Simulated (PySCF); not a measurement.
## As²¹⁺ (arsenic, charge +21): Hartree-Fock from Schrödinger to Dirac-Coulomb-Breit

Occupied: 1s1/2, 2s1/2, 2p1/2, 2p3/2, 3s1/2. Hartree-Fock calculated with PySCF 2.14 in an even-tempered Gaussian basis (17 s from 1.1 bohr⁻², ratio 2.7; 13 p from 1.3 bohr⁻², ratio 2.7), Gaussian nucleus throughout. NR is non-relativistic, sf-X2C the spin-free one-electron X2C Hamiltonian, X2C adds the bare one-electron spin-orbit term, X2C-SNSO screens it by Boettger's factors, DC is four-component Dirac-Coulomb, and the Gaunt and Breit terms are added at first order (total energies over the DC spinors, levels after relaxing the spinors in that mean field). QED terms are absent. Levels marked empty are virtual spinors of this ion; the basis has s and p functions only, so 3d, which can lie below the n = 4 levels, is absent.

```json
{"Hamiltonian": "NR", "E (hartree)": "-1971.7157"}
{"Hamiltonian": "sf-X2C", "E (hartree)": "-1996.1305"}
{"Hamiltonian": "X2C", "E (hartree)": "-1996.2295"}
{"Hamiltonian": "X2C-SNSO", "E (hartree)": "-1996.2177"}
{"Hamiltonian": "DC", "E (hartree)": "-1996.5787"}
{"Hamiltonian": "DC+Gaunt", "E (hartree)": "-1995.5141"}
{"Hamiltonian": "DC+Breit", "E (hartree)": "-1995.6051"}
```

| level (eV) | NR | sf-X2C | X2C | X2C-SNSO | DC | DC+Gaunt | DC+Breit |
| --- | --- | --- | --- | --- | --- | --- | --- |
| 1s1/2 | -12679.5 | -12856.1 | -12855.8 | -12855.9 | -12862.7 | -12845.4 | -12846.4 |
| 2s1/2 | -2396.8 | -2440.2 | -2440.1 | -2440.1 | -2440.8 | -2439.4 | -2439.4 |
| 2p1/2 | -2234.8 | -2246.2 | -2273.9 | -2272.1 | -2272.3 | -2269.7 | -2270.0 |
| 2p3/2 | -2234.8 | -2246.2 | -2233.0 | -2233.8 | -2234.3 | -2232.4 | -2232.7 |
| 3s1/2 | -895.13 | -906.82 | -906.81 | -906.81 | -906.96 | -906.61 | -906.64 |
| 3p1/2 (empty) | -808.71 | -812.68 | -818.60 | -818.23 | -818.26 | -817.69 | -817.78 |
| 3p3/2 (empty) | -808.71 | -812.68 | -809.85 | -810.02 | -810.10 | -809.71 | -809.79 |
| 4s1/2 (empty) | -444.52 | -448.77 | -448.77 | -448.77 | -448.82 | -448.70 | -448.71 |

Q: How large are the two-electron picture-change error of X2C and the Breit correction in the total energy?

A: X2C-1e lies 0.3492 hartree above Dirac-Coulomb; Gaunt adds 1.0646 and the full Breit term 0.9736 hartree.

```tsv
interval (eV)	X2C	X2C-SNSO	DC	DC+Gaunt	DC+Breit
2p3/2 − 2p1/2	40.87	38.35	38.04	37.28	37.28
3p3/2 − 3p1/2	8.759	8.219	8.165	7.989	7.989
```

Weight of the small component: 1s1/2 0.0143, 2s1/2 0.00290, 2p1/2 0.00284, 2p3/2 0.00279, 3s1/2 0.000972, 3p1/2 0.000925, 3p3/2 0.000914, 4s1/2 0.000433.

Koopmans' value for the highest occupied level at DC+Breit: 906.64 eV, against an ionisation energy of 911.7 ± 1.1 eV (semi-empirical (NIST evaluation); NIST Atomic Spectra Database, ionization energies); the former lacks relaxation, correlation, QED and recoil.

The whole ladder took 110 s of wall time on 1 thread of Neoverse-N1 (shared host), launched as `OMP_NUM_THREADS=1 python relrun2.py TASK.json OUT` (a driver that calls PySCF for each Hamiltonian).
